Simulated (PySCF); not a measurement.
A structure optimised at B3LYP-D3(BJ)/def2-SVP, used in a PySCF frequency run:

```
C
H 1 1.1049
H 1 1.1049 2 105.33
C 1 1.5350 2 110.15 3 118.75
H 4 1.1028 1 112.03 2 -177.89
H 4 1.1028 5 106.79 1 123.00
H 4 1.1052 5 106.82 6 114.02
Zn 1 1.9554 2 107.70 3 -114.72
N 8 1.8354 3 157.46 1 -170.14
H 9 1.0199 8 117.52 3 -130.82
H 9 1.0199 10 106.76 8 -134.50
```

Q: Write its SMILES and formula.

A: C[CH2][Zn][NH2], C2H7NZn

Q: What are its rotational constants (standard atomic weights)?

A: 21.763, 2.2625, 2.1269 GHz
